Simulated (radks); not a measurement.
Results of a calculation; reference values are marked as such.
Species: the germanium ion Ge3+. Configuration: [Ar] 3d10 4p1 (not the ground configuration).

Level of theory: Dirac Kohn-Sham, PBEsol, spin-unpolarised, spherical densities, point nucleus; open shells are shared between the two j in proportion to 2j + 1 (a radial shooting solver on a logarithmic mesh with Libxc functionals).

Energy parts (hartree):
part                       energy
total                 -2094.88850
kinetic                2139.11869
electron-nucleus      -5019.98540
Hartree                 863.10198
exchange-correlation    -77.12377

Orbitals (lengths in bohr, moments of r in powers of bohr; <r^-3> diverges for s and p1/2; r(90%) holds 90 % of the orbital's charge):
orbital      occ.  eigenvalue (hartree)  r(90%)  <r^-3>  small-component weight
1s1/2           2             -403.6909  0.0840       -                1.34e-02
2s1/2           2             -51.65710   0.325       -                2.59e-03
2p1/2           2             -46.10711   0.297       -                2.58e-03
2p3/2           4             -44.93699   0.302   958.0                2.53e-03
3s1/2           2              -7.48504   0.934       -                5.94e-04
3p1/2           2              -5.65470   0.983       -                5.45e-04
3p3/2           4              -5.49736   0.999   129.8                5.31e-04
3d3/2           4              -2.38815    1.21   14.68                4.06e-04
3d5/2           6              -2.36631    1.22   14.26                4.02e-04
4p1/2    0.333333              -1.14096    3.13       -                7.09e-05
4p3/2    0.666667              -1.12645    3.16   12.09                6.96e-05

The highest occupied level is 4p3/2 at -30.652 eV. The density falls to 0.001 e/bohr^3 at r = 3.31 bohr.

Run on one thread of a shared host, so times are rough (Arm Neoverse V2): 0.1 s of CPU time, 0.1 s wall, 15 iterations on 2476 mesh points.
